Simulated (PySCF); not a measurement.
Species: 3-propylpyridine, C8H11N.
Structure used (PBE0-D3(BJ)/def2-SVP), in Å, numbered top down from 1:
```xyz
20
C8H11N angstrom
C     -3.190   -0.288   -0.189
C     -1.711   -0.185   -0.524
C     -0.823   -0.066    0.716
C      0.636    0.040    0.381
C      1.253    1.267    0.121
C      2.598    1.299   -0.233
C      3.289    0.091   -0.319
N      2.724   -1.088   -0.074
C      1.439   -1.102    0.264
H     -3.538    0.599    0.363
H     -3.397   -1.169    0.440
H     -3.803   -0.377   -1.098
H     -1.392   -1.066   -1.107
H     -1.530    0.686   -1.177
H     -0.988   -0.943    1.366
H     -1.133    0.816    1.302
H      0.678    2.195    0.201
H      3.107    2.244   -0.437
H      4.350    0.078   -0.595
H      1.000   -2.088    0.467
```

Level of theory: PBE0-D3(BJ)/def2-SVP geometry optimisation, gas phase in PySCF 2.14.0.

Masses are those of the commonest isotopes; rigid-rotor values at the optimised geometry. The values belong to one conformer with, in the numbering `[CH3:1][CH2:2][CH2:3][c:4]1[cH:5][cH:6][cH:7][n:8][cH:9]1`, C1–C2–C3–C4 180°, C2–C3–C4–C5 88°.

Question: Give the principal moments of inertia and the rotational constants in cm⁻¹.

Answer: Ia = 112.82, Ib = 584.61, Ic = 651.74 u·Å²; 505379 MHz·u·Å²/I gives 4480, 864.5 and 775.4 MHz, that is A = 0.14942, B = 0.02884, C = 0.02587 cm⁻¹.

Question: Classify the top.

Answer: A near-prolate asymmetric top: κ = (2 × 864.5 − 4480 − 775.4)/(4480 − 775.4) = -0.95.

Question: What does the inertial defect say?

Answer: Not planar: Δ = Ic − Ia − Ib = -45.69 u·Å². For a rigid frame Δ = −2 Σ m c², so Σ m c² = 22.85 u·Å² lies off the ab plane: 8.46 from hydrogen and 14.39 from heavier atoms. The atom farthest from that plane is 1.33 Å away.

Question: Give the other two planar moments, Paa and Pbb, and the rms extents of the mass along the axes.

Answer: Paa = Σ m a² = (Ib + Ic − Ia)/2 = 561.76 and Pbb = Σ m b² = (Ia + Ic − Ib)/2 = 89.97 u·Å². With the mass M = 121.09 u, the rms extents √(P/M) along a, b and c are 2.15, 0.86, 0.43 Å.

Question: Which lines would a microwave search look for?

Answer: The dipole components are |μa| = 1.57 D, |μb| = 1.85 D, |μc| = 0.19 D. Intensities carry the squares of the components, which stand as 0.72 : 1.00 : 0.01 (a : b : c). Some lines, for components of 0.1 D or more:

| type | branch | J(Ka,Kc) | MHz | lower level (cm⁻¹) |
| --- | --- | --- | --- | --- |
| b | R | 3(0,3) ← 2(1,2) | 1386 | 0.282 |
| c | Q | 4(1,4) ← 4(0,4) | 3235 | 0.546 |
| b | Q | 1(1,0) ← 1(0,1) | 3704 | 0.055 |
| b | Q | 2(1,1) ← 2(0,2) | 3795 | 0.164 |
| b | Q | 3(1,2) ← 3(0,3) | 3934 | 0.328 |
| a | R | 3(2,1) ← 2(2,0) | 4926 | 0.652 |
| b | R | 5(0,5) ← 4(1,4) | 4933 | 0.654 |
| a | R | 4(1,4) ← 3(1,3) | 6378 | 0.441 |
| b | R | 2(1,2) ← 1(0,1) | 6806 | 0.055 |
| c | Q | 4(2,3) ← 4(1,3) | 10537 | 0.684 |
| b | Q | 2(2,0) ← 2(1,1) | 10847 | 0.291 |
| b | R | 5(1,5) ← 4(0,4) | 11205 | 0.546 |
| b | Q | 5(2,4) ← 5(1,5) | 11653 | 0.920 |
| b | R | 4(2,3) ← 3(1,2) | 17271 | 0.459 |
| c | Q | 4(3,2) ← 4(2,2) | 18279 | 1.036 |
| b | Q | 5(3,3) ← 5(2,4) | 18312 | 1.309 |
| c | R | 5(2,3) ← 4(1,3) | 18789 | 0.684 |
| b | R | 5(2,3) ← 4(1,4) | 19679 | 0.654 |
| c | R | 3(3,0) ← 2(2,0) | 23217 | 0.652 |
| c | R | 4(3,1) ← 3(2,1) | 24854 | 0.817 |
| c | R | 4(3,2) ← 3(2,2) | 24862 | 0.816 |
| b | Q | 5(4,2) ← 5(3,3) | 25612 | 1.919 |
| b | R | 4(4,0) ← 3(3,1) | 32177 | 1.427 |
| b | R | 5(5,1) ← 4(4,0) | 41136 | 2.500 |

Question: Estimate the classical rotational partition function at 25 K, 298.15 K and 500 K.

Answer: Point group C1, symmetry number σ = 1; q = (√π/σ)·√((kT/h)³/(ABC)), k/h = 20836.6 MHz/K: 12200 at 25 K, 501000 at 298.15 K, 1090000 at 500 K.

Stationary, but not proved a minimum. Zero-point vibration and centrifugal distortion are left out. A rigid rotor knows nothing of internal rotation, which can split or shift real lines. Quadrupole hyperfine structure (14N) is left out.
